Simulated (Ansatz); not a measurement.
Program: Ansatz. Geometries: PBE0-D4/def2-TZVP. ΔE: electronic, gas phase. CCSD(T)/CBS adds triple-zeta CCSD(T) − MP2 to the extrapolated MP2 energy (def2 sets, frozen cores). This one scheme is used for every species. DFT in def2-TZVPP. B3LYP here is the variant with VWN-RPA as its local correlation; programs differ in this. For Ge outer-core shells are correlated without core-valence functions, which leaves a few kJ/mol of doubt a bond. Scalar relativity is left out up to krypton. One conformer a species, not always the lowest.

`ClBC[O][GeH3]` + H₂S → `SBCl` + `C[O][GeH3]`  (ligand exchange at a B–C bond)

| level | ΔE (kJ/mol) | difference from CCSD(T)/CBS |
| --- | --- | --- |
| PBE-D4 | -87.4 | -5.0 |
| r2SCAN-D4 | -87.0 | -4.6 |
| PBE0-D4 | -85.4 | -3.0 |
| B3LYP-D4 | -83.1 | -0.7 |
| ωB97M-V | -79.9 | 2.5 |
| B2PLYP | -86.4 | -4.0 |
| PBE | -89.4 | -7.0 |
| B3LYP | -86.0 | -3.6 |
| MP2/def2-TZVPP | -87.3 | -4.9 |
| SCS-MP2/def2-TZVPP | -85.4 | -3.0 |
| CCSD(T)/def2-TZVPP | -82.1 | 0.3 |
| HF/def2-QZVPP | -79.9 | 2.5 |
| SCS-MP2/def2-QZVPP | -85.5 | -3.1 |
| HF/CBS(def2) | -79.8 | 2.6 |
| MP2/CBS(def2) | -87.6 | -5.2 |
| CCSD/CBS(def2) | -80.4 | 2.0 |
| CCSD(T)/CBS | -82.4 | 0 |

Largest T1 diagnostic among the species: 0.013.
